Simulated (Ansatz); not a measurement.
Job for Ansatz (a program for electronic structure): R-CCSDT(Q)/cc-pVDZ on CH3N (SMILES C[N]), 2S+1 = 1, a spin state set in the input, which need not be the lowest, at the other state's geometry.

Ansatz 0.2 input:
```yaml
crystal:
  periodic: [false, false, false]
  atoms:
    - {symbol: C, position_ang: [-0.53714966, 0.06109661, 0.04070015]}
    - {symbol: N, position_ang: [0.85730752, -0.09751209, -0.06495870]}
    - {symbol: H, position_ang: [-0.87228550, -0.09280519, 1.07763604]}
    - {symbol: H, position_ang: [-0.84177745, 1.07235800, -0.26879967]}
    - {symbol: H, position_ang: [-1.06419173, -0.66354786, -0.59832635]}
basis:
  gaussian:
    orbitals: cc-pVDZ
magnetization: {spin_polarized: false}
correlation: {method: ccsdt_q, electrons: outside_noble_gas}
scf: {omitted_lower_state_checks: [cluster_reference]}
```

Program output:

```
WARN ansatz: RAYON_NUM_THREADS=1 ignored (pool sized by the plan → 1); use --threads N
Functional definition: HF
these checks for a lower state are left out or cut short: cluster_reference
integrals: 0.02 GiB planned
818 factors; integrals over basis functions are off by at most 1.3e-7 eV
mean field: 0.07 GiB planned
mean field evaluation 1: about -2553.9813 eV, gradient 1.7e1 eV
mean field evaluation 2: about -2553.9825 eV, gradient 1.7e1 eV
mean field evaluation 4: about -2555.3441 eV, gradient 2.3e0 eV
mean field evaluation 8: about -2555.3824 eV, gradient 3.2e-4 eV
mean field evaluation 16: about -2555.3823 eV, gradient 2.5e-6 eV
mean field evaluation 32: about -2555.3824 eV, gradient 7.4e-3 eV
mean field evaluation 64: about -2555.3824 eV, gradient 1.1e-2 eV
mean field -2555.38241049 eV, -93.9085714849 hartree, gradient 2.5e-6 eV, S^2 0.000000; 6 other end points of the search recorded, 0 dependent functions left out; unrestricted orbitals would lower it
2 core orbitals not correlated
reference -2555.38241049 eV, -93.9085714849 hartree; 6, 6 occupied and 35, 35 virtual orbitals, 818 factors
second order -7.15318883 eV of doubles, -0.00000000 eV of singles
coupled cluster: 0.21 GiB planned
cycle   1  -7.86302906 eV  change   -7.1e-1 eV  update   7.9e-2
cycle   2  -8.28865999 eV  change   -4.3e-1 eV  update   3.8e-2
cycle   3  -8.48697399 eV  change   -2.0e-1 eV  update   2.8e-2
cycle   4  -8.48862862 eV  change   -1.7e-3 eV  update   1.9e-2
cycle   5  -8.49764166 eV  change   -9.0e-3 eV  update   1.7e-2
cycle   6  -8.52814586 eV  change   -3.1e-2 eV  update   1.6e-2
cycle   7  -8.57936388 eV  change   -5.1e-2 eV  update   1.6e-2
cycle   8  -8.72904179 eV  change   -1.5e-1 eV  update   1.5e-2
cycle   9  -8.85060906 eV  change   -1.2e-1 eV  update   9.1e-3
cycle  10  -8.83395184 eV  change    1.7e-2 eV  update   3.8e-3
cycle  11  -8.87060646 eV  change   -3.7e-2 eV  update   2.5e-3
cycle  12  -8.85805757 eV  change    1.3e-2 eV  update   1.2e-3
cycle  13  -8.86317836 eV  change   -5.1e-3 eV  update   6.7e-4
cycle  14  -8.86314584 eV  change    3.3e-5 eV  update   3.1e-4
cycle  15  -8.86243731 eV  change    7.1e-4 eV  update   1.6e-4
cycle  16  -8.86289314 eV  change   -4.6e-4 eV  update   1.0e-4
cycle  17  -8.86290529 eV  change   -1.2e-5 eV  update   4.5e-5
cycle  18  -8.86295994 eV  change   -5.5e-5 eV  update   2.2e-5
cycle  19  -8.86296390 eV  change   -4.0e-6 eV  update   1.0e-5
cycle  20  -8.86298397 eV  change   -2.0e-5 eV  update   6.2e-6
cycle  21  -8.86298578 eV  change   -1.8e-6 eV  update   3.1e-6
cycle  22  -8.86298002 eV  change    5.8e-6 eV  update   1.2e-6
cycle  23  -8.86297832 eV  change    1.7e-6 eV  update   6.0e-7
cycle  24  -8.86297843 eV  change   -1.1e-7 eV  update   3.0e-7
cycle  25  -8.86297936 eV  change   -9.3e-7 eV  update   2.8e-7
cycle  26  -8.86297924 eV  change    1.2e-7 eV  update   1.5e-7
coupled cluster: 0.21 GiB planned
perturbative correction -0.07020546 eV, -0.0025800029 hartree
WARN: these amplitudes may be one of several solutions (largest doubles amplitude 0.85, level shift 0.00 eV)
Total energy: -2564.31559518 eV, -94.2368599674 hartree
Checks for a lower state left out: cluster_reference
```

The run converged.

Warnings raised: other roots.

Cost: very roughly 16 core-seconds.
